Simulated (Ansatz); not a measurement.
Isolated molecules relaxed with PBE0-D4/def2-TZVP in Ansatz; ΔE leaves out vibrations. CCSD(T)/CBS adds triple-zeta CCSD(T) − MP2 to the extrapolated MP2 energy (def2 sets, frozen cores). DFT in def2-TZVPP. B3LYP here is the variant with VWN-RPA as its local correlation; programs differ in this. Each species was taken in one conformer, which may not be the lowest.

`[SiH3][SiH2]SCS` + `N=C(O)[SiH3]` → `N=C(O)[SiH2][SiH3]` + `[SiH3]SCS`  (redistribution)

```tsv
level	ΔE (kJ/mol)	difference from CCSD(T)/CBS
PBE-D4	2.4	1.0
r2SCAN-D4	0.2	-1.2
PBE0-D4	1.9	0.5
B3LYP-D4	2.0	0.6
ωB97X-V	0.1	-1.3
ωB97M-V	1.4	0.0
B2PLYP	-1.8	-3.2
PBE	-1.1	-2.5
r2SCAN	-0.7	-2.1
PBE0	-1.3	-2.7
B3LYP	-3.8	-5.2
HF/def2-TZVPP	-6.0	-7.4
MP2/def2-TZVPP	1.1	-0.3
SCS-MP2/def2-TZVPP	-0.4	-1.8
CCSD/def2-TZVPP	-1.3	-2.7
CCSD(T)/def2-TZVPP	-0.1	-1.5
HF/def2-QZVPP	-6.1	-7.5
MP2/def2-QZVPP	1.9	0.5
SCS-MP2/def2-QZVPP	0.3	-1.1
HF/CBS(def2)	-6.1	-7.5
MP2/CBS(def2)	2.6	1.2
CCSD/CBS(def2)	0.2	-1.2
CCSD(T)/CBS	1.4	0
```

Largest T1 diagnostic among the species: 0.015.

In def2-TZVPP, CCSD(T) changes the Hartree–Fock value by +5.9 kJ/mol (the triples alone add +1.2 kJ/mol) and MP2 by +7.1 kJ/mol. The D4 term adds +5.8 kJ/mol with B3LYP and +3.2 kJ/mol with PBE0; it sums over pairs of atoms, weighted by their polarisabilities, and B3LYP, whose exchange is more repulsive, gets the larger term.
